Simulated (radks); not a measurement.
Fractional charge and spin in the 6s shell of ytterbium: the spin-up occupation runs from 0 to 1 and the spin-down occupation from 0 to 1; the fullest corner is Yb, [Xe] 4f14 6s(up 1, down 1). Calculated with a radial shooting solver on a logarithmic mesh with Libxc functionals: scalar-relativistic Kohn-Sham, r2SCAN, spin-polarised, spherical densities, finite nucleus; meta-GGA in the generalised Kohn-Sham scheme; Fermi nuclear charge, rms radius of each element as measured or else 0.836 A^(1/3) + 0.57 fm. Energy (eV) minus the two flat planes that join the four corners (they meet along the diagonal where the two added fractions sum to one electron); zero is where a piecewise linear energy would lie.

down \ up       0    0.25     0.5    0.75       1
0           0.000  -0.411  -0.569  -0.440   0.000
0.25       -0.411  -0.428  -0.194   0.321  -0.375
0.5        -0.569  -0.194   0.429  -0.187  -0.511
0.75       -0.440   0.321  -0.187  -0.429  -0.390
1           0.000  -0.375  -0.511  -0.390   0.000

Corners above the fullest one (they belong to Yb+ and the next ion): (up 1, down 0) 6.108 eV, (up 0, down 1) 6.108 eV, (up 0, down 0) 18.266 eV. With half an added electron in each spin the energy lies 0.429 eV from the planes, and with half an added electron in spin up alone -0.569 eV. The planes are only a guide here: the flat-plane condition holds for ground states with one frontier orbital, while this shell lies below other occupied shells, so the corners above the fullest one are inner-hole states and not the ground states of those ions.
